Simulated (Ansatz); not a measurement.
The cluster Ag₃H₃⁻. The state is a doublet with charge -1. Geometry PBE-D4/def2-TZVPD; atoms count from 1.

Cartesian coordinates in Å:
```
Ag 2.016 -0.609 -0.258
Ag -3.314 0.883 0.900
Ag -0.660 0.227 0.152
H 3.313 -0.957 -1.235
H -2.139 0.753 -0.544
H 0.785 -0.297 0.985
```

In the def2 sets Ag takes a core potential; there is no spin–orbit coupling. The structure comes from a short search, and lower isomers may exist.

**Question.** Estimate the Mulliken populations from the PBE0/def2-TZVPD orbitals of Ansatz.

**Answer.** 
```json
{"atom": "Ag1", "charge (e)": "-0.51", "spin (α − β)": "0.01", "d electrons": "9.82"}
{"atom": "Ag2", "charge (e)": "-0.43", "spin (α − β)": "0.86", "d electrons": "9.91"}
{"atom": "Ag3", "charge (e)": "-0.35", "spin (α − β)": "0.06", "d electrons": "9.83"}
{"atom": "H4", "charge (e)": "0.00", "spin (α − β)": "0.00", "d electrons": "–"}
{"atom": "H5", "charge (e)": "0.14", "spin (α − β)": "0.07", "d electrons": "–"}
{"atom": "H6", "charge (e)": "0.15", "spin (α − β)": "0.00", "d electrons": "–"}
```
Mulliken values depend strongly on the basis. With diffuse functions, as here, like atoms can get unlike values, and bond orders can come out too low or too high.

**Question.** Where does the spin sit?

**Answer.** Summed by element: Ag 0.92, H 0.08, of 1 unpaired in all. Largest on single atoms: Ag2 0.86, H5 0.07, Ag3 0.06.

**Question.** And the Mayer bond orders between heavy atoms (over 0.3)?

**Answer.** Ag1–Ag3 0.48 (2.83 Å); Ag2–Ag3 0.48 (2.83 Å).
